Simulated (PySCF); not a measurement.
## MgPb, CCSD(T): how much the basis matters

PySCF, ROHF reference; triplet, unpaired electrons π ↑↑; De to Mg + Pb without counterpoise correction. Frozen cores follow the default of each basis and core potential.

| basis | relativity | functions | Re (Å) | ωe (cm⁻¹) | De (eV) | frozen orbitals |
| --- | --- | --- | --- | --- | --- | --- |
| cc-pVDZ/cc-pVDZ-PP | scalar-relativistic core potentials | 41 | 2.858 | 196 | 0.62 | 5 |
| def2-SVP | scalar-relativistic core potentials | 44 | 2.881 | 192 | 0.63 | 5 |
| def2-SVPD | scalar-relativistic core potentials | 53 | 2.879 | 192 | 0.66 | 5 |

Question: How does each smaller set differ from the one with most functions, def2-SVPD?

Answer: cc-pVDZ/cc-pVDZ-PP: -2.1 pm, +2.1 % in ωe, -0.04 eV in De; def2-SVP: +0.2 pm, +0.0 % in ωe, -0.03 eV in De. All at CCSD(T); the set with most functions is neither the basis-set limit nor always the best.

Correlated steps freeze 5 core orbitals. Correlated levels converge slowly with the basis: in double zeta they bind strong bonds too weakly, by up to about 1 eV, and carry superposition errors of some tenths. Spin–orbit coupling is left out, which matters for elements this heavy, above all for dissociation energies. The state is the lowest determinant that a PBE0 search found; another state may lie lower at other levels.
